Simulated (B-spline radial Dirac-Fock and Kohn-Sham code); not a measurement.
Lu²⁺ 3d3/2: cross section and angular parameters

System: Lu²⁺ in the configuration [Xe] 4f14 6s1; threshold 1669.3 eV (orbital energy of the model). Method: Dirac-Hartree-Slater photoionisation with a Latter tail; cross sections with all multipoles, angular parameters from the dipole term and its interference with E2. Computed with an atomic code on a B-spline grid.

For linearly polarised light dσ/dΩ = σ/(4π) [1 + β P₂(cos θ) + (δ + γ cos²θ) sin θ cos φ], with θ from the polarisation vector and φ the angle between the beam and the projection of the electron momentum on the plane normal to the polarisation.

```
hν (eV)  σ (kb)      β       γ       δ
   1900     367  0.495  -0.124  -0.011
   2310     222  0.882  -0.186   0.009
   3430    74.6  1.211   0.121   0.063
   3570    66.4  1.225   0.167   0.067
   3900    51.2  1.249   0.273   0.076
   4000    47.4  1.254   0.304   0.078
   4710    28.8  1.271   0.514   0.094
   6000    13.5  1.258   0.840   0.119
   6330       ?      ?       ?       ?
 8047.8    5.16  1.198   1.244   0.157
   8320    4.61  1.188   1.289   0.162
   8370    4.52  1.187   1.297   0.163
 9251.7    3.22  1.156   1.429   0.180
  12800    1.04  1.039   1.839   0.248
  15000   0.591  0.975   2.028   0.290
```

Task: Give the values at 6330 eV.

Result: σ = 11.4 kb, β = 1.250, γ = 0.913, δ = 0.125.
